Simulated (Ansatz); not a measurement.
Isolated molecules relaxed with PBE0-D4/def2-TZVP in Ansatz; ΔE leaves out vibrations. CCSD(T)/CBS adds triple-zeta CCSD(T) − MP2 to the extrapolated MP2 energy (def2 sets, frozen cores). This one scheme is used for every species, atoms too. DFT in def2-TZVPP. B3LYP here is the variant with VWN-RPA as its local correlation; programs differ in this. HSE06 is defined as in plane-wave codes. No spin–orbit coupling; open shells (•) take unrestricted orbitals. Spin–orbit coupling would lower the free atoms: a little for B, F, O; clearly for Ga. Bonds to Ga are less sure, by a few kJ/mol each and by 10 to 20 or more in all where they break to atoms, as the def2 sets lack core-valence functions. Scalar relativity is left out up to krypton. One conformer a species, not always the lowest.

`[BH2][Ga]([OH])[F]` → B• + F• + Ga• + 3 H• + O•  (atomization)

| level | ΔE (kcal/mol) | difference from CCSD(T)/CBS |
| --- | --- | --- |
| PBE-D4 | 558.2 | 4.7 |
| revPBE-D4 | 541.2 | -12.3 |
| BLYP-D4 | 548.0 | -5.5 |
| r2SCAN-D4 | 554.9 | 1.4 |
| PBE0-D4 | 545.0 | -8.5 |
| B3LYP-D4 | 546.6 | -6.9 |
| r2SCAN0-D4 | 541.2 | -12.3 |
| HSE06-D4 | 545.3 | -8.2 |
| BHLYP-D4 | 528.3 | -25.2 |
| CAM-B3LYP-D4 | 553.4 | -0.1 |
| ωB97X-V | 553.5 | 0.0 |
| ωB97M-V | 550.3 | -3.2 |
| B2PLYP | 546.5 | -7.0 |
| PBE-QIDH | 547.1 | -6.4 |
| PBE | 555.7 | 2.2 |
| revPBE | 534.4 | -19.1 |
| BLYP | 542.6 | -10.9 |
| r2SCAN | 554.3 | 0.8 |
| PBE0 | 542.9 | -10.6 |
| B3LYP | 542.6 | -10.9 |
| r2SCANh | 548.6 | -4.9 |
| r2SCAN0 | 540.5 | -13.0 |
| HSE06 | 543.4 | -10.1 |
| BHLYP | 524.9 | -28.6 |
| CAM-B3LYP | 551.2 | -2.3 |
| LC-ωPBE | 553.4 | -0.1 |
| HF/def2-SVP | 400.9 | -152.6 |
| MP2/def2-SVP | 536.1 | -17.4 |
| CCSD/def2-SVP | 514.2 | -39.3 |
| CCSD(T)/def2-SVP | 519.0 | -34.5 |
| MP2/def2-TZVPP | 558.7 | 5.2 |
| SCS-MP2/def2-TZVPP | 550.9 | -2.6 |
| CCSD/def2-TZVPP | 532.1 | -21.4 |
| CCSD(T)/def2-TZVPP | 540.7 | -12.8 |
| HF/def2-QZVPP | 400.2 | -153.3 |
| MP2/def2-QZVPP | 566.4 | 12.9 |
| SCS-MP2/def2-QZVPP | 559.8 | 6.3 |
| HF/CBS(def2) | 400.3 | -153.2 |
| MP2/CBS(def2) | 571.5 | 18.0 |
| CCSD/CBS(def2) | 545.0 | -8.5 |
| CCSD(T)/CBS | 553.5 | 0 |

Largest T1 diagnostic among the species: 0.014.

From r2SCAN to r2SCAN0 (25 % exact exchange), in def2-TZVPP and without D4, ΔE moves by −13.8 kcal/mol: exact exchange takes away binding that semilocal exchange gives to molecules. In def2-TZVPP, CCSD(T) changes the Hartree–Fock value by +141.6 kcal/mol (the triples alone add +8.5 kcal/mol) and MP2 by +159.6 kcal/mol; breaking electron pairs costs correlation energy, which Hartree–Fock lacks.

For atomizations the MP2-based limit and the directly extrapolated one differ by several kJ/mol either way, and by 10 to 25 for some Ge, Se and Sn compounds, so smaller differences from it don't rank the levels.
